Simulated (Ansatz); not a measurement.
Isomers of Te₂Au₃ (doublet), relaxed with PBE-D4/def2-SVP; total energies from Ansatz at B2PLYP/def2-TZVP.

| isomer | description | energy (Eh) |
| --- | --- | --- |
| A | point group D3h; 6 × Au–Te 2.75 Å | -942.46928 |
| B | point group Cs; 4 × Au–Te 2.64 to 2.66 Å; 1 × Au–Au 2.72 Å; 1 × Te–Te 3.22 Å | -942.43600 |
| C | point group not assigned; 3 × Au–Te 2.63 to 2.78 Å; 1 × Te–Te 2.76 Å; 1 × Au–Au 2.75 Å | -942.44091 |
| D | point group C2v; 4 × Au–Te 2.56 to 2.60 Å | -942.46911 |

In the def2 sets Au, Te take a core potential; there is no spin–orbit coupling. Correlated methods freeze 8 core orbitals; core or outer-core shells of Au, Te are correlated, in sets that lack core-valence functions.

The isomers come from a short search, and lower ones may exist.

Work out the relative energies (1 Eh = 2625.5 kJ/mol) and the Boltzmann populations at 500 K from electronic energies alone (R = 8.314 J/mol/K).

ΔE: A 0.0, B 87.4, C 74.5, D 0.4 kJ/mol. RT = 4.16 kJ/mol. Factors exp(−ΔE/RT): A 1, B 7.51e-10, C 1.67e-08, D 0.908; sum 1.908. Populations: A 52.4 %, B 0.0 %, C 0.0 %, D 47.6 %. Zero-point energy, vibrational entropy and symmetry numbers are left out and can shift these; an error of 4 kJ/mol changes a ratio by a factor of 2.6. Over the other density-functional and correlated levels in def2 sets, the gap between A and D ranges from -1 to 36 kJ/mol.
